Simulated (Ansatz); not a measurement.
`C[O][Ti]1234([F])([N](C)C)[C@H]5[C@@H]1[C@@H]2[C@@H]3[C@H]54`. Total charge 0; spin multiplicity 1. Correlated methods include outer-core shells of Ti, which these sets cover unevenly. Scalar relativity is left out up to krypton.

Z-matrix (Å, degrees):
```
Ti
C 1 2.385
C 1 2.414 2 56.7
C 1 2.897 2 90.8 3 160.6
N 1 1.891 2 106.7 3 140.4
C 1 2.366 2 34.6 3 78.9
C 1 2.419 2 34.2 3 -36.6
O 1 1.818 2 141.7 3 8.2
F 1 1.795 2 92.5 3 -117.3
C 1 2.939 2 111.0 3 115.3
C 1 2.880 2 163.9 3 -6.6
C 1 2.376 2 57.2 3 41.1
H 2 1.081 1 117.6 3 159.2
H 3 1.079 1 118.0 2 -159.6
H 4 1.102 1 113.3 2 -34.1
H 4 1.092 1 78.6 2 71.1
H 4 1.099 1 134.5 2 174.6
H 6 1.080 1 118.4 2 122.5
H 7 1.080 1 118.3 2 -121.3
H 10 1.099 1 134.5 2 135.8
H 10 1.092 1 80.5 2 -118.2
H 10 1.102 1 112.3 2 -12.4
H 11 1.096 1 101.0 2 -88.9
H 11 1.097 1 88.8 2 163.0
H 11 1.095 1 138.4 2 45.6
H 12 1.080 1 117.4 2 159.8
```

Question: Give the diagnostics of a CCSD(T)/def2-TZVPP run (frozen core, the Gaussian-basis code of Ansatz). (Best estimate.)

Answer: The calculation gave: T1 = 0.0209, largest single amplitude 0.061, largest double 0.024, (T) share of the correlation energy 4.9 %, 15 CCSD cycles. The RHF solution is stable towards an unrestricted one. T1 lies over the customary mark of 0.02 for closed shells; compounds of d metals often pass it without a breakdown.
